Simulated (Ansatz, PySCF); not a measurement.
This Ansatz (an electronic-structure program) input computes a BLYP/def2-TZVPD energy:

Ansatz 0.2 input:
```yaml
crystal:
  periodic: [false, false, false]
  atoms:
    - {symbol: C, position_ang: [-1.16121811, -0.18331432, -0.02340017]}
    - {symbol: Si, position_ang: [0.62903689, 0.09747431, 0.00115907]}
    - {symbol: H, position_ang: [-1.68556782, 0.56423601, -0.62169877]}
    - {symbol: H, position_ang: [-1.41324193, -1.19650419, -0.34225064]}
    - {symbol: H, position_ang: [-1.51267979, -0.07261084, 1.01662181]}
    - {symbol: H, position_ang: [1.19698143, 1.44308458, -0.15835579]}
    - {symbol: H, position_ang: [1.57530031, -1.00295996, 0.22985740]}
basis:
  gaussian:
    orbitals: def2-TZVPD
hamiltonian:
  xc: {name: BLYP}
total_charge: 1
output: {forces: true}
```

### Question
Write an input for the same energy in PySCF and say what it gives.

### Answer

```python
from pyscf import gto, scf, dft

mol = gto.M(
    atom='''
    C    -1.16121811   -0.18331432   -0.02340017
    Si    0.62903689    0.09747431    0.00115907
    H    -1.68556782    0.56423601   -0.62169877
    H    -1.41324193   -1.19650419   -0.34225064
    H    -1.51267979   -0.07261084    1.01662181
    H     1.19698143    1.44308458   -0.15835579
    H     1.57530031   -1.00295996    0.22985740
    ''',
    basis='def2-tzvpd',
    charge=1,
    spin=0,
    verbose=4,
)

mf = dft.RKS(mol, xc='blyp').density_fit(auxbasis='def2-universal-jkfit')
mf.grids.level = 3
mf.conv_tol = 1e-9
mf.max_cycle = 100
mf.max_memory = 1500
mf.kernel()
if not mf.converged:
    mf = mf.newton()
    mf.kernel(mf.make_rdm1())
mf.analyze()
```
It gives -330.27889 Eh, and Ansatz -330.27880 Eh, a difference of 0.09 mEh, from the treatment of integrals and grids.
